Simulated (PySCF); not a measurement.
## [TlCl2]− relaxed at several levels

Computed with PySCF 2.14.0, def2-SVP on the ligands, density fitting, scalar-relativistic core potentials, no spin-orbit coupling, vacuum. Each row is relaxed at its own level from the same template. Distances are means of the shortest metal–ligand contacts, charges and spins Mulliken's; removal energies are rigid, with the ligand's formal charge and no counterpoise, so too large; for an anion taken off a cation in vacuum most of it is the attraction of opposite charges, and multiply charged cations can part far more cheaply with an electron moved from ligand to metal.

```json
{"level": "BP86", "basis on the metal": "def2-SVP with ECP60", "point group": "C2v", "M–Cl (Å)": "2.684", "charge on M (e)": "0.04", "HOMO–LUMO gap (eV)": "3.17", "removal of one Cl (eV)": "2.38", "strongest infrared band, degenerate modes summed (cm⁻¹)": "211", "unstable modes (below −25 cm⁻¹)": "0"}
```

What does the calculation give for PBE, def2-SVP with ECP60?

point group: C2v, M–Cl (Å): 2.680, charge on M (e): 0.03, HOMO–LUMO gap (eV): 3.18, removal of one Cl (eV): 2.44, strongest infrared band, degenerate modes summed (cm⁻¹): 213, unstable modes (below −25 cm⁻¹): 0.
```xyz
3

Tl   -0.9893    0.0000    0.0000
Cl    0.7020    0.0000    2.0785
Cl    0.7020    0.0000   -2.0785
```

Moved off a saddle point of the template and relaxed again: BP86, PBE. One start shape was tried for each, so a minimum needn't be the lowest isomer.
